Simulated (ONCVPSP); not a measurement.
**Before and after: ONCV potential for V (Z = 23)**

```json
{"Element": "V", "Generator": "ONCVPSP 4.0.1", "Type": "optimised norm-conserving Vanderbilt (ONCV)", "Functional": "PBE", "Relativity": "scalar-relativistic", "Frozen core": "[Ne]", "Valence charge": "13", "Reference configuration": "3s2 3p6 3d3 4s1 4p1", "Partial waves": "3s+4s: rc 1.30 bohr, ncon 4, nbas 9, qcut 11.1 1/bohr, 2 projectors; 3p+4p: rc 2.00 bohr, ncon 4, nbas 8, qcut 7.5 1/bohr, 2 projectors; 3d: rc 2.25 bohr, ncon 5, nbas 10, qcut 5.7 1/bohr, 3 projectors, debl 0.7 Ha", "Local potential": "polynomial inside 1.00 bohr (lpopt 4, dvloc0 6 Ha)", "Core correction": "polynomial model core, fcfact 0.5"}
```

All-electron outer shells of the reference configuration (PBE, scalar-relativistic, ld1.x):

| shell | level (eV) | outermost node (bohr) | outermost maximum (bohr) |
| --- | --- | --- | --- |
| 2s | -604.01 | 0.09 | 0.26 |
| 2p | -504.53 | – | 0.21 |
| 3s | -71.66 | 0.38 | 0.82 |
| 3p | -45.46 | 0.35 | 0.84 |
| 3d | -6.50 | – | 0.90 |
| 4s | -5.53 | 1.17 | 2.72 |
| 4p | -2.10 | 1.30 | 3.54 |

Change: d: ncon 3, nbas 8.

Cutoffs: the cutoffs (Ha) at which the residual kinetic energy of the hardest occupied pseudo-wave falls to 1 and 0.1 mHa per electron; they do not see the model core or the augmentation charge, which bear on the density cutoff. Errors are all-electron minus pseudo energies relative to the spin-unpolarised reference configuration.

Predict the effect on cutoff, ghosts and configuration errors.

The potential gets softer (38 Ha and 68 Ha → 38 Ha and 45 Ha); of the 4 tests that both files solve, the error grows in 3 and shrinks in 0 by more than 15 % and 0.3 meV (median size 1.6 → 7.1 meV); neither file shows a bound ghost.

| quantity | base | changed |
| --- | --- | --- |
| cutoff, loose | 38 Ha | 38 Ha |
| cutoff, tight | 68 Ha | 45 Ha |
| loose cutoff by channel | s 38 Ha, p 19 Ha, d 18 Ha | s 38 Ha, p 19 Ha, d 14 Ha |
| bound ghosts | none | none |
| GHOST(+) flags under 300 eV | d at 90.9 eV | none |
| error for 3s2 3p6 3d3 4s2 4p0, meV [ΔE -3.35 eV] | +0.1 | -0.6 |
| error for 3s2 3p6 3d3 4s1 4p0, meV [ΔE 4.39 eV] | 0.0 | -0.1 |
| error for 3s2 3p6 3d3 4s0 4p0, meV [ΔE 18.68 eV] | -3.2 | -14 |
| error for 3s2 3p6 3d4 4s0 4p0, meV [ΔE 3.85 eV] | +144 | +205 |
| s: phases at 1.32 bohr within 0.05 rad from the reference energy up to (Ha; the scan ends near 5) | to the end of the scan | to the end of the scan |
| p: phases at 2.03 bohr within 0.05 rad from the reference energy up to (Ha; the scan ends near 5) | to the end of the scan | to the end of the scan |
| d: phases at 2.29 bohr within 0.05 rad from the reference energy up to (Ha; the scan ends near 5) | 3.1 | 3.8 |
| rms error of d²Exc/dni dnj with the model core, mHa | 1.31 | 1.91 |
